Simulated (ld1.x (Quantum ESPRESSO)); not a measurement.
**scandium (Sc), RRKJ: configuration errors across variants**

```
Element                 : Sc (Z = 21)
Generator               : ld1.x (Quantum ESPRESSO) 7.5
Type                    : norm-conserving RRKJ (Kleinman–Bylander form)
Functional              : LDA (PZ)
Relativity              : scalar-relativistic
Frozen core             : [Ne] 3s2
Valence charge          : 9
Reference configuration : 3p6 3d1 4s1.5 4p0 (charge +0.5)
Partial waves           : 3p (bound): rc 1.25 bohr; 3d (bound): rc 1.75 bohr; 4s (bound): rc 2.45 bohr
Local potential         : the s channel
Core correction         : Bessel-smoothed model core inside 0.95 bohr
```

All-electron excitation energies from the reference (eV): (1) 3p6 3d1 4s2 4p0 -2.824; (2) 3p6 3d1 4s1 4p0 4.243; (3) 3p6 3d1 4s0 4p0 17.204; (4) 3p6 3d1.5 4s1.5 4p0 -2.175; (5) 3p6 3d1 4s0 4p2 3.002; (6) 3p6 3d0 4s2 4p0 5.784; (7) 3p6 3d0 4s0 4p0 42.294; (8) 3p6 3d1 4s1.5 4p0 spin -0.270; (9) 3p6 3d1 4s2 4p0 spin -2.975.

Spin tests fill each open shell by Hund’s rule, majority spin first.

4 further variants failed, have other tests or another functional or relativity, and are left out.

Errors AE − PS in meV (a dash: test not solved or not reliable):

```csv
change,(1),(2),(3),(4),(5),(6),(7),(8),(9),bound ghosts
base,+0.3,-0.4,-14,-21,-1167,-76,-26,+10,+9.9,none
core correction Bessel-smoothed model core inside 0.66 bohr,+0.3,-0.4,-14,-21,-1167,-76,-26,+9.1,+8.8,none
"all radii but the core radius scaled by about 1.25 (s 3.06, p 1.56, d 2.18 bohr)",+0.3,-0.4,-14,-11,-1190,+34,+131,+18,+16,none
wave 4s (bound): rc 2.45 bohr becomes 4s (bound): rc 2.86 bohr,+0.1,-0.7,-14,-23,-1191,-107,+1.9,+10,+9.6,none
```

Give the same row for: wave 3d (bound): rc 1.75 bohr becomes 3d (bound): rc 1.20 bohr.

+0.1, -0.5, -16, -26, -1168, -144, -96, +7.2, +7.0; bound ghosts: none.
